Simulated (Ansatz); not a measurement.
Computed with Ansatz on PBE0-D4/def2-TZVP structures; ΔE is electronic, products minus reactants. CCSD(T)/CBS is the MP2 limit (def2-TZVPP, def2-QZVPP) plus CCSD(T) − MP2 in def2-TZVPP, frozen cores. Functionals use def2-TZVPP. For Ge outer-core shells are correlated without core-valence functions, which leaves a few kJ/mol of doubt a bond. Scalar relativity is left out up to krypton. Each species was taken in one conformer, which may not be the lowest.

`O[SiH2]N[SiH2][AlH2]` + `[NH2][GeH2][OH]` → `O[SiH2][NH][GeH2][OH]` + `N[SiH2][AlH2]`  (ligand exchange at the Si–N bond)

```csv
level,ΔE (kJ/mol)
ωB97M-V,-12.9
PBE0,-9.8
SCS-MP2/def2-TZVPP,-10.7
HF/def2-QZVPP,-5.5
```

Question: What does CCSD(T)/CBS give? (An estimate is asked.)

Answer: The calculation gave: -11.2 kJ/mol. The listed levels differ from it by -1.7, 1.4, 0.5, 5.7 kJ/mol.

Largest T1 diagnostic among the species: 0.012.

The D4 term adds −3.2 kJ/mol with B3LYP and −1.5 kJ/mol with PBE0; it sums over pairs of atoms, weighted by their polarisabilities, and B3LYP, whose exchange is more repulsive, gets the larger term. In def2-TZVPP, CCSD(T) changes the Hartree–Fock value by −5.4 kJ/mol (the triples alone add −0.8 kJ/mol) and MP2 by −5.8 kJ/mol.

B3LYP here is the variant with VWN-RPA as its local correlation; programs differ in this.
